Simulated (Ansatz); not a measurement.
A nudged elastic band was laid between two geometries of F3GeH (5 atoms, charge 0, multiplicity 1).

Computed with RKS PBE0/def2-SVP (Ansatz).

```
movable images  : 5
climbing image  : yes
spring          : 5.0 eV/Å²
optimiser       : quadratic models (default)
start path      : through a guess of the saddle point
force threshold : 0.05 eV/Å
iteration limit : 60
end points      : relaxed
```

First end point:

```xyz
5
Properties=species:S:1:pos:R:3
Ge 0.235 0.000 0.257
H 0.180 0.000 1.772
F 1.842 0.000 -0.337
F -0.532 1.372 -0.424
F -0.532 -1.372 -0.424
```

Last end point:

```xyz
5
Properties=species:S:1:pos:R:3
Ge -0.659 -0.573 0.705
H 1.193 0.776 0.271
F 1.606 0.003 0.640
F -0.429 1.121 0.094
F -0.517 -1.328 -0.865
```

**Question.** What changes between the two ends?

**Answer.** Bonds broken: Ge1–H2, Ge1–F3. Bonds formed: H2–F3. F3GeH becomes F2Ge + FH.

**Question.** What energy profile does the band end with?

**Answer.** It converged. The highest image is number 2 of 0 to 6, 2.46 eV above the first end and 1.86 eV above the last; the last end lies 0.60 eV above the first. Neighbouring images differ by up to 1.7 eV, so the band resolves the path poorly. A vibrational analysis at the climbing image gives one clearly imaginary mode, 1327i cm⁻¹: a first-order saddle point. The orbitals stay closed-shell, which can raise the energy where a bond breaks towards radicals; this wasn't checked here.

| image | path coordinate (Å) | energy (eV) | Ge1–H2 (Å) | Ge1–F3 (Å) | H2–F3 (Å) |
| --- | --- | --- | --- | --- | --- |
| 0 | 0.00 | 0.00 | 1.52 | 1.71 | 2.69 |
| 1 | 0.63 | 0.78 | 1.51 | 1.73 | 2.05 |
| 2 | 1.26 | 2.46 | 1.61 | 1.93 | 1.35 |
| 3 | 1.95 | 1.05 | 2.33 | 2.34 | 0.93 |
| 4 | 2.64 | 0.89 | 2.90 | 2.43 | 0.93 |
| 5 | 3.33 | 0.77 | 2.80 | 2.43 | 0.93 |
| 6 | 4.02 | 0.60 | 2.33 | 2.34 | 0.95 |

**Question.** What is the geometry of the highest image?

**Answer.** 
```xyz
5
Properties=species:S:1:pos:R:3
Ge -0.206 -0.015 0.346
H 0.969 -0.005 1.452
F 1.727 0.033 0.331
F -0.671 1.335 -0.620
F -0.626 -1.347 -0.664
```

The band took 12 iterations and roughly 90 core-seconds.

The run took 94 s on 1 thread of Intel(R) Xeon(R) 6975P-C (Granite Rapids), on a shared host, peak memory 0.18 GiB.
